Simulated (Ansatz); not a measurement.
CrH₂O₂, SMILES [OH][Cr][OH] (connectivity only; charge and spin as stated), neutral, multiplicity 5. Atoms are numbered in the order given.

```xyz
5

Cr     0.0000     0.0000    -0.0311
O      0.0000    -1.8031     0.0749
H      0.0000    -2.4786    -0.6028
O      0.0000     1.8031     0.0749
H      0.0000     2.4786    -0.6028
```
Charge 0, spin multiplicity 5.

Geometry optimised at PBE0-D3(BJ)/def2-TZVP. The spin state was assumed, not searched. Other conformers were not sampled.

Two levels are set side by side: PBE-D3(BJ)/def2-TZVP (Ansatz, a first-principles code) and PBE0-D3(BJ)/def2-TZVP (Ansatz). Each level has its own optimised geometry; the coordinates shown are those of the second. Differences are taken from unrounded values.

| quantity | PBE0-D3(BJ) | PBE-D3(BJ) | PBE-D3(BJ) minus PBE0-D3(BJ) |
|---|---|---|---|
| mean bond length (Å) | 1.382 | 1.392 | 0.010 |
| bond Cr1–O2 (Å) | 1.806 | 1.812 | 0.006 |
| bond Cr1–O4 (Å) | 1.806 | 1.812 | 0.006 |
| bond O2–H3 (Å) | 0.957 | 0.971 | 0.014 |
| bond O4–H5 (Å) | 0.957 | 0.971 | 0.014 |

GGA bonds tend to be longer and softer than those of functionals with exact exchange. Differences between two approximate levels are no errors against the true value.
